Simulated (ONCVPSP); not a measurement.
# Varying the ONCV potential for calcium (Ca)

Base potential:

* Element: calcium (Ca)
* Generator: ONCVPSP 4.0.1
* Type: optimised norm-conserving Vanderbilt (ONCV)
* Functional: PBEsol
* Relativity: scalar-relativistic
* Frozen core: [Ne]
* Valence charge: 10
* Reference configuration: 3s2 3p6 4s1.75 (charge +0.25)
* Partial waves: 3s+4s: rc 1.60 bohr, ncon 4, nbas 8, qcut 8.3 1/bohr, 3 projectors, debl 1.6 Ha; 3p: rc 1.80 bohr, ncon 4, nbas 7, qcut 6.2 1/bohr, 2 projectors, debl 3.9 Ha; d scattering state at 0.28 Ha: rc 1.90 bohr, ncon 5, nbas 8, qcut 4.2 1/bohr, 2 projectors, debl 2.3 Ha; f scattering state at 0.14 Ha: rc 1.55 bohr, ncon 4, nbas 8, qcut 6.5 1/bohr, 2 projectors, debl 3.8 Ha
* Local potential: polynomial inside 1.00 bohr (lpopt 4, dvloc0 0 Ha)
* Core correction: polynomial model core, fcfact 0.35

In the d channel the program set the typed energies aside and used -0.126, 2.174 Ha.

All-electron outer shells of the reference configuration (PBEsol, scalar-relativistic, ld1.x):

```json
{"shell": "3s", "level (eV)": "-48.55", "outermost node (bohr)": "0.45", "outermost maximum (bohr)": "0.99"}
{"shell": "3p", "level (eV)": "-29.53", "outermost node (bohr)": "0.42", "outermost maximum (bohr)": "1.04"}
{"shell": "4s", "level (eV)": "-5.00", "outermost node (bohr)": "1.43", "outermost maximum (bohr)": "3.33"}
```

Cutoffs, loose and tight: the cutoffs (Ha) at which the residual kinetic energy of the hardest occupied pseudo-wave falls to 1 and 0.1 mHa per electron. They do not see the model core or the augmentation charge, which bear on the density cutoff. Test errors are all-electron minus pseudo excitation energies from the reference, over the configurations 3s2 3p6 4s2; 3s2 3p6 4s1; 3s2 3p6 4s0; 3s2 3p6 3d1 4s0. A dash means not determined; rows that change the core or the reference have their own tests.

For the base: The cutoffs count occupied waves only; projector 1 of the d channel, the hardest unoccupied one, needs 59 Ha at the loose tolerance.

A true bound ghost makes a file unfit for plane-wave use even where its test errors are small: the radial tests pick states by their node count and pass the ghost by.

| change | outcome | cutoff, loose | cutoff, tight | bound ghosts | GHOST(+) flags above zero | largest test error (meV) |
| --- | --- | --- | --- | --- | --- | --- |
| base | generated, projector energies reset by the program | 22 Ha | 26 Ha | none | none | +16 |
| s: qcut 5.2; p: qcut 3.9; d: qcut 2.6; f: qcut 4.1 | failed: ERROR pspot: first pseudo wave function has node, program will stop | – | – | – | – | – |
| s: qcut 6.3; p: qcut 4.7; d: qcut 3.2; f: qcut 4.9 | generated, projector energies reset by the program | 19 Ha | 42 Ha | p | s | +14 |
| s: qcut 7; p: qcut 5.3; d: qcut 3.6; f: qcut 5.5 | generated, projector energies reset by the program | 18 Ha | 27 Ha | none | s | +15 |
| s: qcut 7.4; p: qcut 5.5; d: qcut 3.7; f: qcut 5.8 | generated, projector energies reset by the program | 19 Ha | 23 Ha | none | s | +16 |
| s: qcut 8.4 | generated, projector energies reset by the program | 22 Ha | 27 Ha | none | none | +16 |
| s: qcut 10.7; p: qcut 8; d: qcut 5.4; f: qcut 8.4 | generated, projector energies reset by the program | 29 Ha | 36 Ha | none | none | +13 |
| s: qcut 11.4; p: qcut 8.5; d: qcut 5.8; f: qcut 8.9 | failed: ERROR pspot: first pseudo wave function has node, program will stop | – | – | – | – | – |
| s: qcut 11.9; p: qcut 8.9; d: qcut 6; f: qcut 9.3 | failed: ERROR pspot: first pseudo wave function has node, program will stop | – | – | – | – | – |

What comes out with this change to the base: s: qcut 9.8; p: qcut 7.3; d: qcut 5; f: qcut 7.7?

outcome: generated, projector energies reset by the program; cutoff, loose: 26 Ha; cutoff, tight: 31 Ha; bound ghosts: none; GHOST(+) flags above zero: s; largest test error (meV): +14.

What comes out with this change to the base: s: qcut 9; p: qcut 6.7; d: qcut 4.5; f: qcut 7?

outcome: generated, projector energies reset by the program; cutoff, loose: 23 Ha; cutoff, tight: 29 Ha; bound ghosts: none; GHOST(+) flags above zero: none; largest test error (meV): +15.
